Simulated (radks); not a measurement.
Valence configurations of Sb (all share [Kr]). All-electron calculation, scalar-relativistic Kohn-Sham, PBE, spin-unpolarised, spherical densities, finite nucleus; Fermi nuclear charge, rms radius 4.6802 fm. Program: a radial shooting solver on a logarithmic mesh with Libxc functionals. Energies are relative to 4d10 5s2 5p3; eigenvalues in eV.

[
 {"valence": "4d10 5s2 5p3", "E (eV)": "0.000", "e(4d)": "-33.508", "e(5p)": "-4.828", "e(5s)": "-12.830"},
 {"valence": "4d10 5s1 5p4", "E (eV)": "8.111", "e(4d)": "-34.905", "e(5p)": "-5.406", "e(5s)": "-13.625"},
 {"valence": "4d9 5s2 5p4", "E (eV)": "31.120", "e(4d)": "-39.478", "e(5p)": "-5.899", "e(5s)": "-14.704"},
 {"valence": "4d8 5s2 5p5", "E (eV)": "67.144", "e(4d)": "-45.431", "e(5p)": "-6.939", "e(5s)": "-16.491"},
 {"valence": "4d10 5p5", "E (eV)": "16.429", "e(4d)": "-36.231", "e(5p)": "-5.944", "e(5s)": "-"},
 {"valence": "4d8.5 5s2 5p4.5", "E (eV)": "48.518", "e(4d)": "-42.455", "e(5p)": "-6.422", "e(5s)": "-15.607"},
 {"valence": "4d9 5s1.5 5p4.5", "E (eV)": "35.546", "e(4d)": "-40.132", "e(5p)": "-6.170", "e(5s)": "-15.071"},
 {"valence": "4d9.5 5s2 5p3.5", "E (eV)": "14.948", "e(4d)": "-36.496", "e(5p)": "-5.368", "e(5s)": "-13.780"},
 {"valence": "4d8 5s1 5p6", "E (eV)": "76.778", "e(4d)": "-46.644", "e(5p)": "-7.440", "e(5s)": "-17.157"},
 {"valence": "4d9 5s1 5p5", "E (eV)": "40.019", "e(4d)": "-40.771", "e(5p)": "-6.433", "e(5s)": "-15.425"}
]

NIST lists [Kr] 4d10 5s2 5p3 as the ground configuration; this level of theory agrees among the configurations tried. The energies are those of spherical spin-averaged densities, not of single terms.
